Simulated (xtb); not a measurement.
Ni(CO) (CNiO), SMILES [O+]#[C-]->[Ni], multiplicity 1. All values are semi-empirical tight-binding results from xtb (GFN2-xTB unless named), good for trends rather than for accurate numbers. Geometry: GFN2-xTB. The spin state was assumed, not searched.

Optimised geometry:

```xyz
3

Ni     0.0000     0.0000    -0.8041
O      0.0000     0.0000     2.1002
C      0.0000     0.0000     0.9524
```

For metal compounds this method's bond lengths and energies can be far off.

```json
{
 "point_group_as_xtb_finds_it": "C∞v",
 "orbital_gap": "2.05 eV",
 "zero_point_energy": "3.8 kcal/mol",
 "G − E(el) at 298.15 K (modified RRHO)": "-12.0 kcal/mol"
}
```

Computed atomic charges and the Wiberg bond orders between heavy atoms:
charges (e) Ni1 -0.18, O2 -0.07, C3 0.25. Bond orders Ni1–O2 0.34, Ni1–C3 1.45, O2–C3 2.25.
